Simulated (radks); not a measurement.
Results of a calculation; reference values are marked as such.
Problem. I II, configuration [Kr] 4d10 5s0.5 5p5.5 (fractional occupations, a model configuration). Level of theory: scalar-relativistic Kohn-Sham, SCAN, spin-polarised, spherical densities, finite nucleus; open shells are filled with parallel spins first (spin-orbit coupling, left out, can overturn this in heavy ions); meta-GGA in the generalised Kohn-Sham scheme; Fermi nuclear charge, rms radius 4.75 fm (a radial shooting solver on a logarithmic mesh with Libxc functionals). Some entries of the table are withheld. Estimate them.

orbital  occ.  eigenvalue (hartree)  <r^2> (bohr^2)  r(max) (bohr)
1s up       1             -1214.669        0.001005        0.01754
1s down     1             -1214.666        0.001005        0.01754
2s up       1             -188.6936         0.01618        0.09900
2s down     1             -188.6924         0.01618        0.09900
2p up       3             -169.2638         0.01282        0.07951
2p down     3             -169.2620         0.01282        0.07951
3s up       1             -38.70395          0.1122         0.2851
3s down     1             -38.70251          0.1122         0.2851
3p up       3             -32.35468          0.1127         0.2791
3p down     3             -32.35270          0.1127         0.2791
3d up       5             -22.87882         0.09860         0.2321
3d down     5             -22.87660         0.09859         0.2321
4s up       1              -7.24142          0.6187         0.6812
4s down     1              -7.23692          0.6188         0.6815
4p up       3              -5.24035          0.7140         0.7153
4p down     3              -5.23602          0.7129         0.7156
4d up       5                   (1)          0.9897         0.7773
4d down     5                   (2)          0.9818         0.7774
5s up     0.5              -1.04999           4.126          1.681
5p up       3                   (3)           5.816          1.949
5p down   2.5                   (4)           6.061          1.962

Solution. 
(1) 4d up eigenvalue (hartree): -2.31586
(2) 4d down eigenvalue (hartree): -2.30779
(3) 5p up eigenvalue (hartree): -0.62446
(4) 5p down eigenvalue (hartree): -0.58523
